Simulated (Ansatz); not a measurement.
Start from `[F][In]([SH])[O][SiH3]` and change one atom or group to get `[OH][In]([F])[SH]`.

Ansatz, PBE0-D4/def2-TZVP geometries, multiplicity 1. Each molecule was computed in one conformer, which needn't be the lowest.

Elements past krypton have def2 core potentials.

```json
{"property": "HOMO energy (PBE/def2-TZVPP) / eV", "`[F][In]([SH])[O][SiH3]`": "-7.05"}
{"property": "size of the dipole moment (B3LYP/def2-TZVPP) / D", "`[F][In]([SH])[O][SiH3]`": "2.02"}
{"property": "HOMO–LUMO gap (PBE/def2-TZVPP) / eV", "`[F][In]([SH])[O][SiH3]`": "3.75"}
{"property": "size of the dipole moment (PBE/def2-TZVPP) / D", "`[F][In]([SH])[O][SiH3]`": "1.96"}
{"property": "HOMO energy (ωB97M-V/def2-TZVPP) / eV", "`[F][In]([SH])[O][SiH3]`": "-10.55"}
{"property": "HOMO–LUMO gap (PBE0/def2-TZVPP) / eV", "`[F][In]([SH])[O][SiH3]`": "5.95"}
```

Give the same properties after the change, and the shifts. (Estimate.)

Ansatz gave: 
| property | `[OH][In]([F])[SH]` | shift |
| --- | --- | --- |
| HOMO energy (PBE/def2-TZVPP) / eV | -6.91 | 0.14 |
| size of the dipole moment (B3LYP/def2-TZVPP) / D | 0.73 | -1.29 |
| HOMO–LUMO gap (PBE/def2-TZVPP) / eV | 3.85 | 0.10 |
| size of the dipole moment (PBE/def2-TZVPP) / D | 0.62 | -1.34 |
| HOMO energy (ωB97M-V/def2-TZVPP) / eV | -10.40 | 0.15 |
| HOMO–LUMO gap (PBE0/def2-TZVPP) / eV | 6.03 | 0.08 |

With PBE0 the HOMO rises by 0.14 eV and the LUMO rises by 0.22 eV, so the gap widens by about 0.08 eV. PBE moves the HOMO by 0.14 eV and ωB97M-V by 0.15 eV. Dipoles are sizes alone; their direction can turn.

B3LYP here is the variant with VWN-RPA as its local correlation; programs differ in this.
